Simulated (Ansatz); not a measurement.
A structure relaxed at r2SCAN-D4/def2-SVP in Ansatz, charge 0, singlet:

```csv
atom,x (Å),y (Å),z (Å)
Zr1,0.009,-0.024,0.086
F2,-0.023,-1.793,0.750
F3,0.272,1.151,1.542
Cl4,-2.037,0.459,-0.947
Cl5,1.778,0.207,-1.432
```

Question: Give its formula, name or SMILES and point group.

Answer: ZrF2Cl2 (ZrCl2F2). Point group C2v (tolerance 0.1 Å).

Question: Summarise the bond lengths by kind (pairs closer than 1.2 times the sum of covalent radii, bridged metal pairs left out).

Answer: 2 × F–Zr 1.89 Å; 2 × Cl–Zr 2.34 Å. The metal has 4 neighbours: F 1.89 Å, F 1.89 Å, Cl 2.34 Å, Cl 2.34 Å.

In the def2 sets Zr takes a core potential; there is no spin–orbit coupling.
